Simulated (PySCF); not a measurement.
Ta(NH)(F)2(OH) (F2H2NOTa), SMILES [NH]=[Ta]([OH])([F])[F], multiplicity 1. Heavy atoms are numbered as in [Ta:1](=[NH:2])([F:4])([F:5])[OH:6]. Hydrogens are named by the atom that carries them.

Geometry: B3LYP-D3(BJ)/def2-SVP. The multiplicity is an assumed one; no other spin state was optimised. The structure was generated by enumeration; whether it is a known compound was not checked. The def2 effective core potentials stand for the cores of Ta; spin–orbit coupling is left out. The values are those of a single conformer.

The numbers are results of PBE/def2-TZVP (PySCF), not measurements.

ESP charges are fitted to the potential on shells at 1.4 to 2.0 van der Waals radii. Atomic charges (e), one atom of each kind:

```tsv
atom	Mulliken	ESP fit
Ta1	1.38	1.63
N2 (NH)	-0.61	-1.08
H on N2	0.22	0.48
F4	-0.37	-0.37
O6 (OH)	-0.60	-0.74
H on O6	0.34	0.44
```
